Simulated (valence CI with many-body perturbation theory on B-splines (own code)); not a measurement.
# Te45+: electric-dipole lines

Level of theory: configuration interaction combined with many-body perturbation theory (CI+MBPT): five valence electrons over a frozen Dirac-Fock core [He], a basis of 11 s, 11 p, 10 d, 8 f, 5 g, 2 h functions for each j, with the one-electron correlation potential Σ1 (screened to all orders), the two-electron term Σ2, the three-electron term Σ3, Breit, model QED; selected single and double excitations, second order for the rest, scaled by the run's own slope (own B-spline code, finite nucleus).

No measured spectrum was set against this ion. As an estimate, large intervals hold to a few tenths of a per cent, small ones and those within an open d or f shell to about a per cent. Among the levels kept, up to 7200 cm⁻¹ of a level comes from second order outside the variational space, and about a tenth of that is noise between levels of different J, which matters for small intervals.

Lines 1 to 50 of 600 in falling wavelength, among levels below 397.33 Ry, chosen from the strongest by gf and those to the six lowest levels. Wavelengths and rates use the calculated energies. Electric multipoles are in the length gauge with retardation, E1 and E2 with the static RPA response of the core. Weak lines are less certain than strong ones. Lines between different terms over intervals too small for the method are left out, as are lines whose strength nearly cancels. The highest levels of a list are the least certain.

Levels are named by their leading jj configuration (3d3/2^4 stands for four electrons in 3d with j = 3/2), which in mixed levels can hold well under half, so a name can repeat and another be missing. Letters in brackets count levels of one name in rising energy.

```csv
λ vac (Å),Upper,Lower,A (s⁻¹),log gf,Branch %
229.2,(2p1/2^2 2p3/2^2 3p1/2) J=5/2,(2p1/2^2 2p3/2^2 3s) J=3/2,1.74e+09,-1.08,0.0
214.4,(2s 2p1/2 2p3/2^2 3p1/2) J=5/2 [c],(2s 2p1/2 2p3/2^2 3s) J=5/2 [c],1.83e+09,-1.12,0.0
211.9,(2s^2 2p1/2 2p3/2 3p1/2) J=5/2,(2s^2 2p1/2 2p3/2 3s) J=3/2 [b],2.03e+09,-1.09,0.5
208.2,(2s 2p1/2 2p3/2^2 3p1/2) J=5/2 [c],(2s 2p1/2 2p3/2^2 3s) J=3/2 [c],2.13e+09,-1.08,0.0
207.5,(2p1/2^2 2p3/2^2 3p1/2) J=3/2,(2p1/2^2 2p3/2^2 3s) J=5/2,3.30e+09,-1.07,0.0
198.0,(2s^2 2p1/2 2p3/2 3p1/2) J=5/2,(2s^2 2p1/2 2p3/2 3s) J=5/2,2.58e+09,-1.04,0.6
197.7,(2p1/2^2 2p3/2^2 3p1/2) J=5/2,(2p1/2^2 2p3/2^2 3s) J=5/2,2.79e+09,-1.01,0.0
194.0,(2s 2p3/2^3 3p1/2) J=5/2,(2s 2p3/2^3 3s) J=3/2 [a],2.89e+09,-1.01,0.0
189.5,(2s 2p1/2 2p3/2^2 3p1/2) J=3/2 [a],(2s 2p1/2 2p3/2^2 3s) J=5/2 [a],3.94e+09,-1.07,0.0
177.6,(2s^2 2p3/2^2 3p1/2) J=5/2,(2s^2 2p3/2^2 3s) J=3/2,3.53e+09,-1.00,0.5
174.9,(2s 2p1/2 2p3/2^2 3d3/2) J=9/2,(2s 2p1/2 2p3/2^2 3p3/2) J=9/2,1.60e+09,-1.13,0.3
170.5,(2s^2 2p3/2^2 3p1/2) J=3/2,(2s^2 2p3/2^2 3s) J=5/2,6.40e+09,-0.95,0.4
169.2,(2s 2p3/2^3 3p1/2) J=3/2,(2s 2p3/2^3 3s) J=5/2,5.42e+09,-1.03,0.0
166.2,(2s 2p1/2 2p3/2^2 3p1/2) J=5/2 [a],(2s 2p1/2 2p3/2^2 3s) J=5/2 [a],3.50e+09,-1.06,0.0
163.0,(2s^2 2p3/2^2 3p1/2) J=5/2,(2s^2 2p3/2^2 3s) J=5/2,4.52e+09,-0.97,0.7
162.0,(2s 2p3/2^3 3p1/2) J=5/2,(2s 2p3/2^3 3s) J=5/2,3.36e+09,-1.10,0.0
148.7,(2s 2p1/2 2p3/2^2 3p1/2) J=3/2 [d],(2s 2p1/2 2p3/2^2 3s) J=5/2 [c],7.70e+09,-0.99,0.0
145.6,(2s 2p1/2 2p3/2^2 3p1/2) J=5/2 [b],(2s 2p1/2 2p3/2^2 3s) J=7/2,5.43e+09,-0.99,0.0
145.1,(2s^2 2p1/2 2p3/2 3d5/2) J=7/2 [b],(2s^2 2p1/2 2p3/2 3p3/2) J=5/2 [c],3.63e+09,-1.04,0.0
144.7,(2s^2 2p1/2 2p3/2 3p1/2) J=3/2 [b],(2s^2 2p1/2 2p3/2 3s) J=5/2,9.01e+09,-0.95,0.7
144.5,(2s^2 2p3/2^2 3d5/2) J=5/2 [a],(2s^2 2p3/2^2 3p3/2) J=3/2 [a],6.37e+09,-0.92,0.0
143.9,(2s 2p1/2^2 2p3/2 3d5/2) J=9/2,(2s 2p1/2^2 2p3/2 3p3/2) J=7/2,1.29e+10,-0.40,50.2
142.9,(2s 2p1/2 2p3/2^2 3d5/2) J=9/2 [a],(2s 2p1/2 2p3/2^2 3p3/2) J=7/2 [a],1.24e+10,-0.42,8.7
142.8,(2s 2p1/2 2p3/2^2 3d5/2) J=11/2,(2s 2p1/2 2p3/2^2 3p3/2) J=9/2,1.31e+10,-0.32,11.0
142.4,(2s 2p1/2 2p3/2^2 3d5/2) J=7/2 [b],(2s 2p1/2 2p3/2^2 3p3/2) J=5/2 [b],6.76e+09,-0.78,0.0
141.6,(2s 2p1/2 2p3/2^2 3d5/2) J=7/2 [e],(2s 2p1/2 2p3/2^2 3p3/2) J=5/2 [e],1.06e+10,-0.59,0.0
141.1,(2s 2p1/2 2p3/2^2 3s) J=7/2,(2s 2p1/2^2 2p3/2 3p3/2) J=5/2 [b],4.86e+09,-0.94,0.0
140.6,(2s 2p1/2^2 2p3/2 3d5/2) J=3/2 [b],(2s 2p1/2^2 2p3/2 3p3/2) J=1/2 [b],8.77e+09,-0.98,0.0
140.3,(2s 2p1/2 2p3/2^2 3d5/2) J=5/2 [c],(2s 2p1/2 2p3/2^2 3p3/2) J=3/2 [c],8.99e+09,-0.80,0.0
139.5,(2s 2p1/2 2p3/2^2 3d5/2) J=9/2 [b],(2s 2p1/2 2p3/2^2 3p3/2) J=7/2 [b],1.11e+10,-0.49,1.8
139.1,(2s^2 2p3/2^2 3d5/2) J=7/2,(2s^2 2p3/2^2 3p3/2) J=5/2,8.13e+09,-0.72,0.2
138.4,(2s 2p1/2 2p3/2^2 3d5/2) J=7/2 [d],(2s 2p1/2 2p3/2^2 3p3/2) J=5/2 [d],1.07e+10,-0.61,0.0
138.1,(2s 2p1/2 2p3/2^2 3d5/2) J=5/2 [b],(2s 2p1/2 2p3/2^2 3p3/2) J=5/2 [b],5.49e+09,-1.03,0.0
138.0,(2s 2p1/2^2 2p3/2 3d5/2) J=5/2 [b],(2s 2p1/2^2 2p3/2 3p3/2) J=3/2 [b],1.03e+10,-0.76,0.0
137.8,(2s 2p1/2 2p3/2^2 3d5/2) J=5/2 [f],(2s 2p1/2 2p3/2^2 3p3/2) J=3/2 [f],9.69e+09,-0.78,0.0
137.3,(2s 2p1/2 2p3/2^2 3d5/2) J=5/2 [d],(2s 2p1/2 2p3/2^2 3p3/2) J=3/2 [d],1.01e+10,-0.76,0.0
137.1,(2s 2p1/2 2p3/2^2 3d5/2) J=5/2 [e],(2s 2p1/2 2p3/2^2 3p3/2) J=3/2 [e],7.05e+09,-0.92,0.0
137.0,(2s 2p1/2 2p3/2^2 3d5/2) J=5/2 [a],(2s 2p1/2 2p3/2^2 3p3/2) J=3/2 [a],4.98e+09,-1.08,0.0
137.0,(2s 2p1/2 2p3/2^2 3d5/2) J=7/2 [a],(2s 2p1/2 2p3/2^2 3p3/2) J=5/2 [a],1.02e+10,-0.64,0.1
136.3,(2s^2 2p1/2 2p3/2 3d5/2) J=9/2,(2s^2 2p1/2 2p3/2 3p3/2) J=7/2,1.40e+10,-0.41,73.7
135.5,(2s 2p1/2 2p3/2^2 3d5/2) J=9/2 [c],(2s 2p1/2 2p3/2^2 3p3/2) J=7/2 [c],1.48e+10,-0.39,0.9
134.1,(2s^2 2p1/2^2 3d5/2) J=5/2,(2s^2 2p1/2^2 3p3/2) J=3/2,1.46e+10,-0.63,0.0
133.7,(2s 2p1/2 2p3/2^2 3d5/2) J=7/2 [c],(2s 2p1/2 2p3/2^2 3p3/2) J=5/2 [c],1.41e+10,-0.52,0.0
133.6,(2s 2p1/2^2 2p3/2 3d5/2) J=7/2 [a],(2s 2p1/2^2 2p3/2 3p3/2) J=5/2 [a],1.28e+10,-0.56,0.0
132.9,(2s 2p1/2^2 2p3/2 3d5/2) J=7/2 [b],(2s 2p1/2^2 2p3/2 3p3/2) J=5/2 [b],1.02e+10,-0.67,0.0
132.2,(2s^2 2p3/2^2 3d5/2) J=5/2 [b],(2s^2 2p3/2^2 3p3/2) J=3/2 [b],1.20e+10,-0.73,0.0
131.8,(2s^2 2p3/2^2 3d5/2) J=9/2,(2s^2 2p3/2^2 3p3/2) J=7/2,1.36e+10,-0.45,69.3
131.8,(2s^2 2p1/2 2p3/2 3d5/2) J=7/2 [a],(2s^2 2p1/2 2p3/2 3p3/2) J=5/2 [a],1.29e+10,-0.57,0.1
129.7,(2s 2p1/2^2 2p3/2 3d5/2) J=5/2 [a],(2s 2p1/2^2 2p3/2 3p3/2) J=3/2 [a],1.01e+10,-0.82,0.0
128.2,(2s^2 2p1/2 2p3/2 3d5/2) J=7/2 [b],(2s^2 2p1/2 2p3/2 3p3/2) J=5/2 [b],8.86e+09,-0.76,0.0
```
